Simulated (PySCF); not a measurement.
# How methods differ on the ionisation energy of Lu(31+)

Lu(31+) [Kr] 4d4 [4d3/2^4, M_J = 0] → Lu(32+) [Kr] 4d3 [4d3/2^3, M_J = 3/2], as a difference of total energies. Computed with PySCF 2.14 in an even-tempered Gaussian basis (17 s from 2.9 bohr⁻², ratio 2.8; 14 p from 3.8 bohr⁻², ratio 2.8; 9 d from 3.8 bohr⁻², ratio 2.8; 3 f from 15 bohr⁻², ratio 3), with the two-component X2C-1e Hamiltonian. Correlated levels: [Ar] 3d10 frozen; the 92 highest virtual spinors dropped. "Screened" scales the spin-orbit matrix elements by Boettger's factors to mimic the two-electron term; Breit and QED terms are absent.

```tsv
method	ionisation energy (eV)
GHF (spin-free)	1236.9
GMP2 (spin-free)	1237.0
GHF (screened spin-orbit)	1241.9
GMP2 (screened spin-orbit)	1242.5
```

Breit and QED terms and the two-electron picture change are absent.

The spin-free rows relax to the high-spin LS determinant and lack the spin-orbit shift.

The labels give the starting determinants; with spin-orbit coupling the two ends relaxed to ⟨J²⟩ = 0.00, ⟨L²⟩ = 2.47, ⟨S²⟩ = 2.47 and ⟨J²⟩ = 3.82, ⟨L²⟩ = 8.16, ⟨S²⟩ = 2.22.

For comparison: 1242 ± 4 eV (theoretical estimate listed by NIST; NIST Atomic Spectra Database, ionization energies).
